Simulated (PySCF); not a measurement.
# Computed records: CH₄ClFSi, CH₄BNO, CH₆ClNSi, B₂F₂H₂

All values are calculated (PySCF 2.14.0). Calculation on a computer-drawn molecule: optimised geometry and harmonic frequencies of an isolated molecule of the commonest isotopes, restricted reference for singlets and unrestricted otherwise, frozen core in MP2.

Common to all runs: charge 0; multiplicity 1.

```json
{"entry": 1, "formula": "CH4ClFSi", "start_structure": {"atoms_angstrom": [["C", -1.5131, 1.1402, 1.0271], ["Si", -0.512, 0.6109, -0.4638], ["F", 0.6876, 1.7411, -0.6866], ["Cl", -1.6501, 0.7172, -2.1809], ["H", -2.2737, 0.4147, 1.2756], ["H", -0.8521, 1.0284, 2.0116], ["H", -1.9058, 2.0765, 0.9244], ["H", 0.2383, -0.6832, -0.4181]]}, "given": {"method": "HF", "basis": "cc-pV(D+d)Z", "drawn_bonds_atom": [1, 2, 2, 1, 1, 1, 2], "drawn_bonds_other_atom": [2, 3, 4, 5, 6, 7, 8], "drawn_bonds_order": [1, 1, 1, 1, 1, 1, 1]}, "results": {"optimised_atom_element": ["C", "Si", "F", "Cl", "H", "H", "H", "H"], "optimised_atom_x [angstrom]": [-1.469, -0.4806, 0.6875, -1.659, -2.272, -0.8279, -1.915, 0.1552], "optimised_atom_y [angstrom]": [1.089, 0.6482, 1.735, 0.707, 0.3645, 1.092, 2.08, -0.6706], "optimised_atom_z [angstrom]": [1.047, -0.4512, -0.6525, -2.137, 1.204, 1.933, 0.9375, -0.3911], "modes_frequency [cm^-1]": [157.6, 204.7, 255.2, 300.5, 549.7, 719.8, 791.0, 821.6, 886.2, 950.0, 982.8, 1403, 1545, 1545, 2391, 3175, 3262, 3270], "modes_reduced_mass [dalton]": [1.033, 3.527, 7.179, 4.478, 9.481, 1.833, 1.456, 1.567, 2.418, 1.452, 1.57, 1.273, 1.048, 1.048, 1.042, 1.036, 1.102, 1.102], "rotational_constants [GHz]": [6.123, 3.307, 2.4], "total_energy [hartree]": -888.2143, "convergence_status_largest_gradient_component [hartree/bohr]": 7.186e-06}}
{"entry": 2, "formula": "CH4BNO", "start_structure": {"atoms_angstrom": [["C", -2.5747, 0.3885, -2.4068], ["O", -2.4024, -0.392, -1.2172], ["B", -1.3707, -0.4648, -0.4405], ["N", -0.3744, -0.6843, 0.272], ["H", -1.8141, 0.1326, -3.1057], ["H", -2.5632, 1.4235, -2.0941], ["H", -3.6627, 0.1607, -2.7721], ["H", 0.1995, -0.6692, 1.0815]]}, "given": {"method": "HF", "basis": "cc-pVDZ", "drawn_bonds_atom": [1, 2, 3, 1, 1, 1, 4], "drawn_bonds_other_atom": [2, 3, 4, 5, 6, 7, 8], "drawn_bonds_order": [1, 1, 2, 1, 1, 1, 1]}, "results": {"optimised_atom_element": ["C", "O", "B", "N", "H", "H", "H", "H"], "optimised_atom_x [angstrom]": [-2.58, -2.521, -1.461, -0.4717, -1.788, -2.492, -3.546, 0.2967], "optimised_atom_y [angstrom]": [0.3665, -0.4882, -0.5318, -0.5685, 0.1257, 1.411, 0.2094, -0.6286], "optimised_atom_z [angstrom]": [-2.345, -1.218, -0.427, 0.3063, -3.055, -2.043, -2.817, 0.9155], "modes_frequency [cm^-1]": [83.61, 194.5, 229.3, 408.3, 531.7, 608.6, 917.2, 1232, 1267, 1323, 1593, 1601, 1603, 2190, 3197, 3278, 3314, 4117], "modes_reduced_mass [dalton]": [1.175, 3.813, 1.364, 1.246, 4.092, 4.624, 5.896, 3.653, 1.255, 1.736, 1.138, 1.048, 1.045, 8.241, 1.033, 1.109, 1.106, 1.101], "rotational_constants [GHz]": [44.69, 4.468, 4.169], "total_energy [hartree]": -194.2372, "convergence_status_largest_gradient_component [hartree/bohr]": 2.192e-05}}
{"entry": 3, "formula": "CH6ClNSi", "start_structure": {"atoms_angstrom": [["C", -0.0153, 1.9295, 0.9916], ["N", 0.8968, 0.8133, 1.2803], ["Si", 0.3729, -0.6712, 1.9473], ["Cl", 2.0469, -1.7616, 2.1022], ["H", -0.3105, 1.8947, -0.0471], ["H", -0.7373, 1.902, 1.6319], ["H", 0.5537, 2.9142, 1.137], ["H", 1.7747, 0.8673, 0.719], ["H", -0.5663, -1.4261, 1.0259], ["H", -0.221, -0.3689, 3.224]]}, "given": {"method": "HF", "basis": "cc-pV(D+d)Z", "drawn_bonds_atom": [1, 2, 3, 1, 1, 1, 2, 3, 3], "drawn_bonds_other_atom": [2, 3, 4, 5, 6, 7, 8, 9, 10], "drawn_bonds_order": [1, 1, 1, 1, 1, 1, 1, 1, 1]}, "results": {"optimised_atom_element": ["C", "N", "Si", "Cl", "H", "H", "H", "H", "H", "H"], "optimised_atom_x [angstrom]": [0.2202, 0.3193, 0.3418, 2.096, -0.3159, -0.3441, 1.197, 0.7627, 0.2531, -0.7355], "optimised_atom_y [angstrom]": [2.001, 0.6034, -0.714, -0.8703, 2.572, 2.085, 2.468, 0.4744, -1.956, -0.5699], "optimised_atom_z [angstrom]": [1.129, 0.7399, 1.81, 2.94, 0.3687, 2.059, 1.287, -0.1504, 1.029, 2.8], "modes_frequency [cm^-1]": [84.82, 131.7, 243.4, 316.5, 490.8, 533.4, 661.6, 800.5, 864.4, 975.8, 1011, 1184, 1217, 1234, 1535, 1577, 1593, 1623, 2362, 2367, 3168, 3234, 3261, 3799], "modes_reduced_mass [dalton]": [3.499, 1.069, 2.43, 3.479, 1.549, 4.006, 1.537, 1.773, 1.397, 1.112, 1.092, 1.323, 3.135, 1.283, 1.407, 1.166, 1.042, 1.048, 1.029, 1.053, 1.037, 1.103, 1.104, 1.075], "rotational_constants [GHz]": [8.815, 2.36, 2.015], "total_energy [hartree]": -844.3315, "convergence_status_largest_gradient_component [hartree/bohr]": 5.465e-06}}
{"entry": 4, "formula": "B2F2H2", "start_structure": {"atoms_angstrom": [["F", -2.9193, -3.2326, 2.1575], ["B", -2.2765, -2.1612, 1.6905], ["B", -2.2888, -1.8233, -0.0001], ["F", -1.2539, -2.1905, -0.7574], ["H", -1.7389, -1.4671, 2.5127], ["H", -3.1749, -1.2373, -0.5641]]}, "given": {"method": "MP2", "basis": "cc-pVDZ", "drawn_bonds_atom": [1, 2, 3, 2, 3], "drawn_bonds_other_atom": [2, 3, 4, 5, 6], "drawn_bonds_order": [1, 1, 1, 1, 1]}, "results": {"optimised_atom_element": ["F", "B", "B", "F", "H", "H"], "optimised_atom_x [angstrom]": [-2.925, -2.278, -2.287, -1.245, -1.739, -3.179], "optimised_atom_y [angstrom]": [-3.243, -2.162, -1.823, -2.191, -1.461, -1.231], "optimised_atom_z [angstrom]": [2.171, 1.691, -0.001301, -0.7733, 2.519, -0.5672], "modes_frequency [cm^-1]": [64.67, 249.5, 290.0, 682.1, 890.4, 924.8, 1116, 1117, 1255, 1387, 2634, 2648], "modes_reduced_mass [dalton]": [3.468, 3.586, 2.776, 2.35, 1.971, 2.212, 1.33, 1.591, 4.977, 4.406, 1.089, 1.094], "rotational_constants [GHz]": [28.02, 3.56, 3.472], "total_energy [hartree]": -250.0235, "convergence_status_largest_gradient_component [hartree/bohr]": 2.127e-05}}
```
